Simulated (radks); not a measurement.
Ag2+, configuration [Kr] 4d9.

Method: Dirac Kohn-Sham, LDA (Slater exchange, Perdew-Wang correlation), spin-unpolarised, spherical densities, finite nucleus; open shells fill j = l - 1/2 first; Fermi nuclear charge, rms radius 4.5454 fm; computed with a radial shooting solver on a logarithmic mesh with Libxc functionals.

Energy parts (hartree):
part                        energy
total                  -5311.11740
kinetic                 5556.56782
electron-nucleus      -12848.10033
Hartree                 2124.20053
exchange-correlation    -143.78541

Orbitals (lengths in bohr, moments of r in powers of bohr; r(max) is where P^2 peaks; r(90%) holds 90 % of the orbital's charge):
| orbital | occ. | eigenvalue (hartree) | r(90%) | <r^2> | r(max) |
|---|---|---|---|---|---|
| 1s1/2 | 2 | -929.9651 | 0.0559 | 0.001311 | 0.02018 |
| 2s1/2 | 2 | -137.6385 | 0.209 | 0.02144 | 0.1142 |
| 2p1/2 | 2 | -128.0470 | 0.187 | 0.01601 | 0.08820 |
| 2p3/2 | 4 | -121.6137 | 0.194 | 0.01734 | 0.09246 |
| 3s1/2 | 2 | -25.89970 | 0.544 | 0.1559 | 0.3332 |
| 3p1/2 | 2 | -22.07868 | 0.544 | 0.1512 | 0.3194 |
| 3p3/2 | 4 | -20.94316 | 0.559 | 0.1603 | 0.3294 |
| 3d3/2 | 4 | -14.15032 | 0.545 | 0.1411 | 0.2718 |
| 3d5/2 | 6 | -13.92139 | 0.550 | 0.1439 | 0.2746 |
| 4s1/2 | 2 | -4.31992 | 1.32 | 0.9373 | 0.8212 |
| 4p1/2 | 2 | -3.11014 | 1.44 | 1.087 | 0.8575 |
| 4p3/2 | 4 | -2.91881 | 1.49 | 1.158 | 0.8828 |
| 4d3/2 | 4 | -1.08410 | 2.06 | 2.031 | 1.019 |
| 4d5/2 | 5 | -1.06123 | 2.08 | 2.084 | 1.030 |

The highest occupied level is 4d5/2 at -28.878 eV. For comparison, the ionisation energy in NIST's Atomic Spectra Database is 34.8 eV (semi-empirical). In exact Kohn-Sham theory the highest level is minus the ionisation energy, but local and semilocal functionals leave it too shallow, through self-interaction and a potential that decays too fast; potentials with the right tail come closer. The electron density at the nucleus is 1.451e+05 e/bohr^3. Summed over all electrons, <r^2> = 30.05 bohr^2, which gives a Langevin (diamagnetic) susceptibility term of -23.8 x 10^-6 cm^3/mol. The density falls to 0.001 e/bohr^3 at r = 3.30 bohr.

Beside tabulated values, note that spin-unpolarised runs miss the spin-polarisation part of the exchange energy of open shells.
